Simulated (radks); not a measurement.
The mean radii <r> (bohr) of the occupied orbitals of an atom or ion are listed with their occupations. Calculated with a radial shooting solver on a logarithmic mesh with Libxc functionals: scalar-relativistic Kohn-Sham, PBEsol, spin-polarised, spherical densities, finite nucleus; Fermi nuclear charge, rms radius of each element as measured or else 0.836 A^(1/3) + 0.57 fm.

| orbital | occ. | <r> |
|---|---|---|
| 1s up | 1 | 0.01835 |
| 1s down | 1 | 0.01835 |
| 2s up | 1 | 0.07747 |
| 2s down | 1 | 0.07747 |
| 2p up | 3 | 0.06931 |
| 2p down | 3 | 0.06931 |
| 3s up | 1 | 0.1979 |
| 3s down | 1 | 0.1978 |
| 3p up | 3 | 0.1972 |
| 3p down | 3 | 0.1971 |
| 3d up | 5 | 0.1775 |
| 3d down | 5 | 0.1775 |
| 4s up | 1 | 0.3945 |
| 4s down | 1 | 0.3944 |
| 4p up | 1 | 0.4040 |

Name the element and its charge. Open shells, if any, are filled with parallel spins first.

Answer. Z = 74, tungsten, charge +43: W43+ in [Ar] 3d10 4s2 4p1. The 1s radius gives Z: for a bare nucleus <r> = (2 gamma + 1)/(2Z) with gamma = sqrt(1 - (Z/c)^2), 0.01813 bohr for Z = 74, and screening makes it slightly larger (0.01835 here). The occupations add up to 31, and the charge is Z minus that.
